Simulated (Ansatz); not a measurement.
`C[O][Al]([Cl])[Cl]` and `[SiH3][O][Al]([Cl])[Cl]` differ in one element.

Ansatz, PBE0-D4/def2-TZVP geometries, multiplicity 1. Each molecule was computed in one conformer, which needn't be the lowest.

```
                                          property  `C[O][Al]([Cl])[Cl]`
               HOMO energy (B3LYP/def2-TZVPP) / eV                 -8.42
                 LUMO energy (PBE/def2-TZVPP) / eV                 -1.72
size of the dipole moment (ωB97M-V/def2-TZVPP) / D                  1.74
           HOMO–LUMO gap (ωB97M-V/def2-TZVPP) / eV                 11.92
    size of the dipole moment (PBE/def2-TZVPP) / D                  1.69
             HOMO energy (ωB97M-V/def2-TZVPP) / eV                -11.07
```

What does the change do to each property? (An estimate is asked.)

Ansatz gave: 
```json
{"property": "HOMO energy (B3LYP/def2-TZVPP) / eV", "`[SiH3][O][Al]([Cl])[Cl]`": "-8.75", "shift": "-0.33"}
{"property": "LUMO energy (PBE/def2-TZVPP) / eV", "`[SiH3][O][Al]([Cl])[Cl]`": "-1.97", "shift": "-0.25"}
{"property": "size of the dipole moment (ωB97M-V/def2-TZVPP) / D", "`[SiH3][O][Al]([Cl])[Cl]`": "0.88", "shift": "-0.86"}
{"property": "HOMO–LUMO gap (ωB97M-V/def2-TZVPP) / eV", "`[SiH3][O][Al]([Cl])[Cl]`": "11.85", "shift": "-0.07"}
{"property": "size of the dipole moment (PBE/def2-TZVPP) / D", "`[SiH3][O][Al]([Cl])[Cl]`": "0.82", "shift": "-0.87"}
{"property": "HOMO energy (ωB97M-V/def2-TZVPP) / eV", "`[SiH3][O][Al]([Cl])[Cl]`": "-11.27", "shift": "-0.20"}
```

With PBE0 the HOMO falls by 0.32 eV and the LUMO falls by 0.26 eV, so the gap widens by about 0.06 eV. PBE moves the HOMO by -0.42 eV and ωB97M-V by -0.20 eV. Dipoles are sizes alone; their direction can turn.

B3LYP here is the variant with VWN-RPA as its local correlation; programs differ in this.
